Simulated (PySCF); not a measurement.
**How methods differ on the ionisation energy of Tl²⁺**

Tl²⁺ [Xe] 4f14 5d10 6s1 (2S) → Tl³⁺ [Xe] 4f14 5d10 (1S), as a difference of total energies. Computed with PySCF 2.14 in aug-cc-pVTZ-PP with one added diffuse shell each of d, f type with ECP60MDF (6s5p5d3f, 67 functions), with a scalar-relativistic core potential. The calculations carry no spin-orbit coupling.

| method | ionisation energy (eV) | error (eV) |
| --- | --- | --- |
| UHF | 28.157 | -1.695 |
| LDA | 30.769 | +0.917 |
| PBE | 30.304 | +0.452 |
| PBE0 | 29.954 | +0.102 |
| r2SCAN | 30.120 | +0.268 |
| B3LYP | 30.229 | +0.377 |
| BHandHLYP | 29.673 | -0.179 |
| CAM-B3LYP | 30.105 | +0.253 |
| B97-3 | 29.741 | -0.111 |

Reference: 29.852 eV (measured; NIST Atomic Spectra Database, ionization energies).
